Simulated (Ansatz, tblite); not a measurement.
Forces on (LiF)4 cube (Li₄F₄) at its PBE-D4/def2-SVP geometry. Charge 0, multiplicity 1.

The xTB rows come from tblite.

GFN1-xTB (tblite), largest force 0.21 eV/Å:

```xyz
8
positions Å, forces eV/Å
F    -0.490   -1.574   -0.206    0.026    0.085    0.011
F     1.400    0.260   -0.856   -0.075   -0.013    0.046
F     0.275    0.288    1.613   -0.015   -0.016   -0.086
F    -1.185    1.026   -0.552    0.063   -0.055    0.030
Li    1.064   -0.921    0.496   -0.149    0.129   -0.070
Li   -0.247   -0.259   -1.449    0.035    0.036    0.204
Li    0.440    1.414    0.185   -0.062   -0.199   -0.026
Li   -1.258   -0.234    0.769    0.177    0.033   -0.108
```

GFN2-xTB (tblite), largest force 0.17 eV/Å:

```
F 0.050 0.162 0.021
F -0.144 -0.026 0.088
F -0.029 -0.030 -0.166
F 0.121 -0.106 0.057
Li -0.036 0.031 -0.017
Li 0.009 0.008 0.050
Li -0.015 -0.049 -0.007
Li 0.044 0.009 -0.026
```

PBE-D4/def2-TZVP (Ansatz), largest force 0.19 eV/Å:

```
F -0.057 -0.179 -0.024
F 0.160 0.031 -0.097
F 0.031 0.032 0.185
F -0.136 0.117 -0.063
Li 0.106 -0.092 0.049
Li -0.024 -0.027 -0.144
Li 0.044 0.140 0.017
Li -0.124 -0.022 0.077
```
